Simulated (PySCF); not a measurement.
CH8AlBSi, CH5Al2B, CH5B2 (calculated)

Calculation on a computer-drawn molecule: the log of a Hartree-Fock and frozen-core CCSD(T) single point meant for a local Hartree-Fock minimum, with one planted fault or none, to be diagnosed. Offsets are logged minus clean, where the clean run is the same molecule without the fault. The reference is restricted for singlets and unrestricted otherwise, and also for a bond in bohr or an excited solution. Adding or removing an electron swaps singlet and doublet. The excited solution moves the top pair (singlet) or top alpha electron (doublet) to the lowest empty orbital. Highest occupied and lowest empty are orbital energies over both spins, largest force is the largest gradient component, triples share is (T) over the correlation energy, the T1 limit is 0.02 restricted and 0.045 unrestricted, electrons count all cores, a negative frequency is imaginary (commonest isotopes), and the dipole is about the centre of nuclear charge. Program: PySCF 2.14.0.

Common to all runs: meant charge 0; logged SCF converged yes; possible faults no fault, one electron removed, one electron added, multiplicity raised by two, geometry at a saddle point, SCF held on an excited solution, minimal basis STO-3G, one bond length entered in bohr, all coordinates scaled.

(1) CH8AlBSi

Logged structure:
```xyz
12
CH8AlBSi
B     -0.3359    -0.9297     1.5139
C      0.6359    -0.9338     0.3132
Al     1.5874     0.8046     0.2297
Si    -0.2248    -1.1855    -1.3498
H     -0.0793    -1.5259     2.5276
H     -1.3599    -0.2958     1.4784
H      1.4385    -1.6731     0.4227
H      0.7948     2.1606     0.0793
H      3.1642     0.7869     0.2776
H     -1.3805    -0.2699    -1.4814
H      0.7087    -0.9044    -2.4751
H     -0.6918    -2.5829    -1.5061
```

| Item | Value |
| --- | --- |
| meant multiplicity | 1 |
| meant basis | cc-pV(D+d)Z |
| logged electrons | 46 |
| logged basis functions | 114 |
| logged spin squared | 0 |
| logged highest occupied | -4.3295 eV |
| logged lowest empty | -5.4965 eV |
| logged largest force | 0.15923 hartree/bohr |
| logged CC converged | no |
| logged dipole magnitude | 5.0062 debye |
| logged SCF stable within its kind | no |
| logged energy HF | -597.55691 hartree |
| planted fault | SCF held on an excited solution |
| HF energy offset from clean run | 310.1 kcal/mol |

Drawn bonds:
| atom | other atom | order |
| --- | --- | --- |
| 1 | 2 | 1 |
| 2 | 3 | 1 |
| 2 | 4 | 1 |
| 1 | 5 | 1 |
| 1 | 6 | 1 |
| 2 | 7 | 1 |
| 3 | 8 | 1 |
| 3 | 9 | 1 |
| 4 | 10 | 1 |
| 4 | 11 | 1 |
| 4 | 12 | 1 |

Notes: CCSD not converged.

(2) CH8AlBSi

Structure as in entry 1.

| Item | Value |
| --- | --- |
| meant multiplicity | 1 |
| meant basis | cc-pV(D+d)Z |
| logged electrons | 47 |
| logged basis functions | 114 |
| logged spin squared | 0.7647 |
| logged highest occupied | -0.0003701 eV |
| logged lowest empty | 6.5191 eV |
| logged largest force | 0.024038 hartree/bohr |
| logged T1 diagnostic | 0.025817 |
| logged D1 diagnostic | 0.15395 |
| logged triples share | 0.030574 |
| logged CC converged | yes |
| logged dipole magnitude | 5.6589 debye |
| logged SCF stable within its kind | yes |
| logged energy HF | -598.03341 hartree |
| logged energy CCSD(T) | -598.5366 hartree |
| planted fault | one electron added |
| HF energy offset from clean run | 11.13 kcal/mol |
| CCSD(T) energy offset from clean run | -3.43 kcal/mol |

Drawn bonds:
| atom | other atom | order |
| --- | --- | --- |
| 1 | 2 | 1 |
| 2 | 3 | 1 |
| 2 | 4 | 1 |
| 1 | 5 | 1 |
| 1 | 6 | 1 |
| 2 | 7 | 1 |
| 3 | 8 | 1 |
| 3 | 9 | 1 |
| 4 | 10 | 1 |
| 4 | 11 | 1 |
| 4 | 12 | 1 |

(3) CH5Al2B

Logged structure:
```xyz
9
CH5Al2B
B     -1.6704    -1.0241    -0.2226
C     -0.1924    -1.4152    -0.3433
Al     0.0830    -2.6649    -1.9097
Al     0.8732     0.2143    -0.5156
H     -2.1968    -0.3202    -1.0529
H     -2.9741    -1.7536     1.4963
H      0.1745    -2.0243     0.4997
H      2.1201     0.4299     0.4331
H      0.5243     1.2912    -1.6192
```

| Item | Value |
| --- | --- |
| meant multiplicity | 1 |
| meant basis | cc-pV(D+d)Z |
| logged electrons | 42 |
| logged basis functions | 99 |
| logged spin squared | 0.6696 |
| logged highest occupied | -8.0579 eV |
| logged lowest empty | 0.46301 eV |
| logged largest force | 0.020398 hartree/bohr |
| logged T1 diagnostic | 0.068117 |
| logged D1 diagnostic | 0.2673 |
| logged triples share | 0.039286 |
| logged CC converged | yes |
| logged dipole magnitude | 1.719 debye |
| logged SCF stable within its kind | yes |
| logged energy HF | -549.15583 hartree |
| logged energy CCSD(T) | -549.56849 hartree |
| planted fault | one bond length entered in bohr, row 5 of the drawn bonds |
| HF energy offset from clean run | 73.75 kcal/mol |
| CCSD(T) energy offset from clean run | 72.43 kcal/mol |

Drawn bonds:
| atom | other atom | order |
| --- | --- | --- |
| 1 | 2 | 1 |
| 2 | 3 | 1 |
| 2 | 4 | 1 |
| 1 | 5 | 1 |
| 1 | 6 | 1 |
| 2 | 7 | 1 |
| 4 | 8 | 1 |
| 4 | 9 | 1 |

Notes: T1 above single-reference limit.

(4) CH5B2

Logged structure:
```xyz
8
CH5B2
B      0.5204     0.6139     0.4700
C     -0.2693    -0.5247     1.1702
B     -1.2106    -1.5187     0.4381
H      0.0751     1.1405    -0.5134
H      1.5874     0.9722     0.8903
H     -0.0962    -0.6814     2.2350
H     -1.8163    -1.1685    -0.5382
H     -1.3345    -2.6490     0.8261
```

| Property | Result |
| --- | --- |
| meant multiplicity | 2 |
| meant basis | cc-pVDZ |
| logged electrons | 20 |
| logged basis functions | 67 |
| logged spin squared | 0 |
| logged highest occupied | -18.95 eV |
| logged lowest empty | -8.057 eV |
| logged largest force | 0.039594 hartree/bohr |
| logged T1 diagnostic | 0.031496 |
| logged D1 diagnostic | 0.11448 |
| logged triples share | 0.023682 |
| logged CC converged | yes |
| logged dipole magnitude | 1.4635 debye |
| logged SCF stable within its kind | yes |
| logged energy HF | -89.74251 hartree |
| logged energy CCSD(T) | -90.05517 hartree |
| planted fault | one electron removed |
| HF energy offset from clean run | 214.7 kcal/mol |
| CCSD(T) energy offset from clean run | 228 kcal/mol |

Drawn bonds:
| atom | other atom | order |
| --- | --- | --- |
| 1 | 2 | 1 |
| 2 | 3 | 1 |
| 1 | 4 | 1 |
| 1 | 5 | 1 |
| 2 | 6 | 1 |
| 3 | 7 | 1 |
| 3 | 8 | 1 |

Notes: T1 above single-reference limit.
